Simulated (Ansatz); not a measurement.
FGe₂H₆N (`[F][GeH2][NH][GeH3]`), relaxed with RKS PBE-D4/def2-SVP in Ansatz 0.2.0 from a rough embedded geometry. The force threshold is 0.03 eV/Å; the program also tests the step.

The species carries charge 0 and has multiplicity 1.

Start:

```xyz
10

F     2.076    2.174    0.363
Ge    1.277    0.646    0.415
N    -0.320    0.822   -0.509
Ge   -1.133   -0.878   -0.523
H     2.180   -0.405   -0.270
H     0.993    0.216    1.876
H    -0.911    1.459   -0.030
H    -0.243   -1.936   -1.169
H    -2.515   -0.825   -1.182
H    -1.405   -1.273    1.029
```

| step | energy (eV) | largest force (eV/Å) | largest move (Å) |
| --- | --- | --- | --- |
| 1 | -117302.6605 | 1.702 | 0.000 |
| 2 | -117302.8647 | 0.558 | 0.199 |
| 3 | -117302.9046 | 0.391 | 0.114 |
| 4 | -117302.9409 | 0.541 | 0.200 |
| 5 | -117302.9660 | 0.402 | 0.192 |
| 6 | -117302.9945 | 0.280 | 0.200 |
| 7 | -117303.0105 | 0.472 | 0.196 |
| 8 | -117303.0260 | 0.435 | 0.091 |
| 9 | -117303.0584 | 0.103 | 0.200 |
| 10 | -117303.0755 | 0.053 | 0.200 |
| 11 | -117303.0766 | 0.344 | 0.196 |
| 12 | -117303.0847 | 0.154 | 0.044 |
| 13 | -117303.0886 | 0.030 | 0.073 |
| 14 | -117303.0897 | 0.025 | 0.064 |
| 15 | -117303.0902 | 0.019 | 0.037 |
| 16 | -117303.0905 | 0.015 | 0.033 |

End:

```xyz
10

F     1.661    1.825   -0.822
Ge    1.378    0.699    0.516
N    -0.384    0.226    0.601
Ge   -1.248   -0.904   -0.599
H     2.214   -0.556    0.183
H     1.757    1.472    1.801
H    -0.987    0.917    1.061
H    -0.140   -1.827   -1.163
H    -1.939   -0.126   -1.755
H    -2.313   -1.727    0.177
```

Run time 30 s (2 threads of an AMD EPYC 7R13 on a shared host); peak host memory 0.24 GiB.
